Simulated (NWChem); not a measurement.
System: C$_{3}$H$_{5}$F; SMILES C/C=C\F

Input file for NWChem:

```
start job
memory heap 200 mb stack 900 mb global 1100 mb
geometry units angstroms noautoz
  C      0.551505     1.484022     0.000000
  C     -0.651118     0.591119     0.000000
  C     -0.616208    -0.750182     0.000000
  F      0.538386    -1.447688     0.000000
  H      1.488401     0.895530     0.000000
  H      0.560069     2.149442     0.889689
  H      0.560069     2.149442    -0.889689
  H     -1.654755     1.046790     0.000000
  H     -1.502902    -1.405544     0.000000
end
basis spherical
  * library def2-svp
end
dft
  xc pw6b95
  iterations 150
  mulliken
end
task dft energy
```

NWChem printed, in part:

```
             Northwest Computational Chemistry Package (NWChem) 7.3.0
             --------------------------------------------------------

 CS  symmetry detected

                             Geometry "geometry" -> ""
                             -------------------------

 Output coordinates in angstroms (scale by  1.889725989 to convert to a.u.)

  No.       Tag          Charge          X              Y              Z
 ---- ---------------- ---------- -------------- -------------- --------------
    1 C                    6.0000     0.54631759     1.49353127     0.00000000
    2 C                    6.0000    -0.65322177     0.59648993     0.00000000
    3 C                    6.0000    -0.61369053    -0.74468283     0.00000000
    4 F                    9.0000     0.54329988    -1.43820653     0.00000000
    5 H                    1.0000     1.48523568     0.90827083     0.00000000
    6 H                    1.0000     0.55258884     2.15897682     0.88968900
    7 H                    1.0000     0.55258884     2.15897682    -0.88968900
    8 H                    1.0000    -1.65842283     1.04870019     0.00000000
    9 H                    1.0000    -1.49812121    -1.40309604     0.00000000

 Effective nuclear repulsion energy (a.u.)     114.9833955566

      Symmetry information
      --------------------

 Group name             Cs
 Group number              2
 Group order               2
 No. of unique centers     8

                                 NWChem DFT Module
                                 -----------------

 Summary of "ao basis" -> "ao basis" (spherical)
 ------------------------------------------------------------------------------
       Tag                 Description            Shells   Functions and Types
 ---------------- ------------------------------  ------  ---------------------
 C                          def2-svp                 6       14   3s2p1d
 F                          def2-svp                 6       14   3s2p1d
 H                          def2-svp                 3        5   2s1p

      Symmetry analysis of basis
      --------------------------

        a'         57
        a"         24

            General Information
            -------------------
          SCF calculation type: DFT
          Wavefunction type:  closed shell.
          No. of atoms     :     9
          No. of electrons :    32
           Alpha electrons :    16
            Beta electrons :    16
          Charge           :     0
          Spin multiplicity:     1
          Use of symmetry is: on ; symmetry adaption is: on
          Maximum number of iterations: 150
          AO basis - number of functions:    81
                     number of shells:    39
          Convergence on energy requested:  1.00D-06
          Convergence on density requested:  1.00D-05
          Convergence on gradient requested:  5.00D-04

              XC Information
              --------------
                       PW6B95 Method XC Functional
                     Hartree-Fock (Exact) Exchange  0.280
                    PW6B95 GGA Exchange Functional  0.720
                      PW6B95 Correlation Potential  1.000

             Grid Information
             ----------------
          Grid used for XC integration:  medium
          Radial quadrature: Mura-Knowles
          Angular quadrature: Lebedev.
          Tag              B.-S. Rad. Rad. Pts. Rad. Cut. Ang. Pts.
          ---              ---------- --------- --------- ---------
          C                   0.70       49          10.0       434
          F                   0.50       49          10.0       434
          H                   0.35       45          11.0       434
          Grid pruning is: on
          Number of quadrature shells:   376
          Spatial weights used:  Erf1

      Superposition of Atomic Density Guess
      -------------------------------------

 Sum of atomic energies:        -214.66333799

      Non-variational initial energy
      ------------------------------

 Total energy =    -216.696809
 1-e energy   =    -520.437637
 2-e energy   =     188.757433
 HOMO         =      -0.274429
 LUMO         =       0.049797

      Symmetry analysis of molecular orbitals - initial
      -------------------------------------------------

  Numbering of irreducible representations:

     1 a'          2 a"

  Orbital symmetries:

     1 a'          2 a'          3 a'          4 a'          5 a'
     6 a'          7 a'          8 a'          9 a'         10 a"
    11 a'         12 a'         13 a"         14 a'         15 a'
    16 a"         17 a"         18 a'         19 a'         20 a'
    21 a'         22 a"         23 a'         24 a'         25 a'
    26 a'

     ---------------------------------------------
      Total Density - Mulliken Population Analysis
     ---------------------------------------------

    Atom       Charge   Shell Charges
 -----------   ------   -------------------------------------------------------
    1 C    6     6.22   1.99  0.95  0.18  2.04  1.03  0.03
    2 C    6     6.36   1.99  0.97  0.27  2.02  1.07  0.03
    3 C    6     5.55   1.99  0.92  0.26  1.65  0.67  0.07
    4 F    9     9.39   1.99  1.14  0.77  3.43  2.05  0.01
    5 H    1     0.90   0.67  0.21  0.02
    6 H    1     0.89   0.66  0.20  0.02
    7 H    1     0.89   0.66  0.20  0.02
    8 H    1     0.88   0.66  0.20  0.02
    9 H    1     0.93   0.68  0.23  0.02

   convergence    iter        energy       DeltaE   RMS-Dens  Diis-err
 ---------------- ----- ----------------- --------- --------- ---------
 d= 0,ls=0.0,diis     1   -217.1759770942 -3.32D+02  1.12D-02  3.93D-01
 d= 0,ls=0.0,diis     2   -217.1824981772 -6.52D-03  5.63D-03  4.57D-01
 d= 0,ls=0.0,diis     3   -217.2265461362 -4.40D-02  1.43D-03  2.37D-02
 d= 0,ls=0.0,diis     4   -217.2288755583 -2.33D-03  5.94D-04  3.03D-03
 d= 0,ls=0.0,diis     5   -217.2292442366 -3.69D-04  1.64D-04  3.95D-04
  Resetting Diis
 d= 0,ls=0.0,diis     6   -217.2292817926 -3.76D-05  3.55D-05  1.15D-05
 d= 0,ls=0.0,diis     7   -217.2292831125 -1.32D-06  1.16D-05  4.10D-07
 d= 0,ls=0.0,diis     8   -217.2292831243 -1.18D-08  5.22D-06  3.34D-07

         Total DFT energy =     -217.229283124251
      One electron energy =     -523.786242126594
           Coulomb energy =      220.367523647235
    Exchange-Corr. energy =      -28.793960201537
 Nuclear repulsion energy =      114.983395556645

 Numeric. integr. density =       32.000003069182

                  Occupations of the irreducible representations
                  ----------------------------------------------

                     irrep           alpha         beta
                     --------     --------     --------
                     a'               13.0         13.0
                     a"                3.0          3.0

                       DFT Final Molecular Orbital Analysis
                       ------------------------------------

 Vector   14  Occ=2.000000D+00  E=-3.838531D-01  Symmetry=a'
              MO Center=  1.5D-01,  9.6D-01,  6.3D-15, r^2= 2.5D+00
   Bfn.  Coefficient  Atom+Function         Bfn.  Coefficient  Atom+Function
  ----- ------------  ---------------      ----- ------------  ---------------
     4      0.346973  1 C  px                57      0.329868  5 H  s
    18     -0.279966  2 C  px                72      0.272631  8 H  s
     7      0.151256  1 C  px                46      0.145172  4 F  px
    58      0.144235  5 H  s                 73      0.140221  8 H  s
     5     -0.137853  1 C  py                31     -0.101761  3 C  s

 Vector   15  Occ=2.000000D+00  E=-3.810524D-01  Symmetry=a'
              MO Center= -1.3D-01, -4.7D-01,  1.5D-15, r^2= 2.8D+00
   Bfn.  Coefficient  Atom+Function         Bfn.  Coefficient  Atom+Function
  ----- ------------  ---------------      ----- ------------  ---------------
    47      0.347269  4 F  py                19     -0.274066  2 C  py
    77     -0.275093  9 H  s                 33      0.270837  3 C  py
    46      0.248047  4 F  px                50     -0.239190  4 F  py
     5      0.205200  1 C  py                17      0.187539  2 C  s
    49     -0.166544  4 F  px                78     -0.148534  9 H  s

 Vector   16  Occ=2.000000D+00  E=-2.644742D-01  Symmetry=a"
              MO Center= -4.1D-01,  5.0D-05, -9.3D-16, r^2= 2.2D+00
   Bfn.  Coefficient  Atom+Function         Bfn.  Coefficient  Atom+Function
  ----- ------------  ---------------      ----- ------------  ---------------
    20      0.393630  2 C  pz                34      0.388156  3 C  pz
    23      0.296650  2 C  pz                48      0.267567  4 F  pz
    37      0.223284  3 C  pz                51     -0.213388  4 F  pz
    62     -0.130228  6 H  s                 67      0.130228  7 H  s
     6     -0.117412  1 C  pz                63     -0.082902  6 H  s

 Vector   17  Occ=0.000000D+00  E= 2.723835D-02  Symmetry=a"
              MO Center= -5.4D-01,  2.0D-03,  1.2D-15, r^2= 2.4D+00
   Bfn.  Coefficient  Atom+Function         Bfn.  Coefficient  Atom+Function
  ----- ------------  ---------------      ----- ------------  ---------------
    23      0.608812  2 C  pz                37     -0.607830  3 C  pz
    34     -0.474473  3 C  pz                20      0.425210  2 C  pz
    63     -0.255540  6 H  s                 68      0.255540  7 H  s
    51      0.185054  4 F  pz                48     -0.181158  4 F  pz
    62     -0.122781  6 H  s                 67      0.122781  7 H  s

[...]
```

Level: PW6B95/def2-SVP. Geometry: optimised at PBE-D3(BJ)/def2-SVP.
